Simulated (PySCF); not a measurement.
# Computed records: B2FH3N

Calculation on a computer-drawn molecule: the log of a Hartree-Fock and frozen-core CCSD(T) single point meant for a local Hartree-Fock minimum, with one planted fault or none, to be diagnosed. Offsets are logged minus clean, where the clean run is the same molecule without the fault. The reference is restricted for singlets and unrestricted otherwise, and also for a bond in bohr or an excited solution. Adding or removing an electron swaps singlet and doublet. The excited solution moves the top pair (singlet) or top alpha electron (doublet) to the lowest empty orbital. Highest occupied and lowest empty are orbital energies over both spins, largest force is the largest gradient component, triples share is (T) over the correlation energy, the T1 limit is 0.02 restricted and 0.045 unrestricted, electrons count all cores, a negative frequency is imaginary (commonest isotopes), and the dipole is about the centre of nuclear charge. Program: PySCF 2.14.0.

```json
{"formula": "B2FH3N", "logged_structure": {"atoms_angstrom": [["B", -0.1109, 1.7769, 0.6813], ["N", -0.8243, 0.6988, 1.2449], ["B", -0.9199, -0.6342, 0.7584], ["F", -0.2864, -0.9804, -0.3582], ["H", 0.5345, 1.711, -0.3213], ["H", -1.3292, 0.881, 2.0911], ["H", -1.5624, -1.4627, 1.3331]]}, "given": {"meant_charge": 0, "meant_multiplicity": 2, "meant_basis": "cc-pVDZ", "logged_electrons": 29, "logged_basis_functions": 71, "logged_SCF_converged": "yes", "logged_spin_squared": 0.7881, "logged_highest_occupied [eV]": -6.1751, "logged_lowest_empty [eV]": 0.068354, "logged_largest_force [hartree/bohr]": 0.046306, "logged_dipole_magnitude [debye]": 3.1489, "logged_SCF_stable_within_its_kind": "no", "logged_energy_HF [hartree]": -204.98027, "possible_faults": "no fault, one electron removed, one electron added, multiplicity raised by two, geometry at a saddle point, SCF held on an excited solution, minimal basis STO-3G, one bond length entered in bohr, all coordinates scaled", "drawn_bonds_atom": [1, 2, 3, 1, 2, 3], "drawn_bonds_other_atom": [2, 3, 4, 5, 6, 7], "drawn_bonds_order": [1, 1, 1, 1, 1, 1]}, "results": {"planted_fault": "SCF held on an excited solution", "HF_energy_offset_from_clean_run [kcal/mol]": 64.91}, "notes": ["coupled-cluster numbers left out as unreliable"]}
```
